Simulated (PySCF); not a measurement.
C$_{2}$H$_{5}$Cd (SMILES C[CH2][Cd]), doublet, at a GFN2-xTB geometry (such geometries of metal compounds can be far from the true shape) (the spin is typed, not shown lowest) (all electrons, no relativity). Base run: HF/3-21G (PySCF).

Geometry (Å):
```xyz
8

Cd     0.2913     0.5618     0.3825
C     -0.0619    -1.6076    -0.7559
C     -1.4659    -1.4727    -1.3111
H      0.0096    -2.4240    -0.0332
H      0.6761    -1.7358    -1.5514
H     -1.5318    -0.6337    -2.0118
H     -2.1924    -1.3159    -0.5068
H     -1.7772    -2.3728    -1.8558
```
Charge 0, spin multiplicity 2.
Orbitals are unrestricted.
All else is at PySCF's defaults.

Variants of this job, named by their change:

```
change                                    E (Eh)  HOMO (eV)  dipole (D)  <S^2>  core-seconds (rough)                outcome
-----------------------------------  -----------  ---------  ----------  -----  --------------------  ---------------------
base                                 -5517.99667      -6.72        0.54  0.844                   0.8              converged
functional = pw6b95                  -5522.99486      -4.71        0.53  0.762                    10              converged
functional = pbe                     -5520.42845      -3.77        0.69  0.756                     7              converged
functional = tpssh                   -5520.82835      -4.21        0.46  0.762                    10              converged
functional = revpbe                  -5520.72917      -3.74        0.63  0.757                     7              converged
functional = b3lyp                   -5521.09581      -4.53        0.67  0.761                     7              converged
functional = tpss                    -5520.80254      -3.85        0.52  0.759                    10              converged
functional = lc_wpbe                 -5520.42075      -7.00        0.12  0.784                    20              converged
functional = b3lyp5                  -5520.84068      -4.44        0.69  0.761                     7              converged
functional = wb97x_v                           -          -           -      -                     -  cut at the time limit
functional = lda,vwn                 -5515.13153      -3.86        0.79  0.753                     4              converged
functional = b3lyp; dispersion = d4  -5521.10511      -4.53        0.67  0.761                     7              converged
functional = m062x                   -5521.31792      -5.55        0.45  0.766                    10              converged
```

Totals shift with the method and basis; they matter in differences.

Open shells are given as the SCF converged; they aren't shown to be the lowest states, and a large step between rows can be another state.
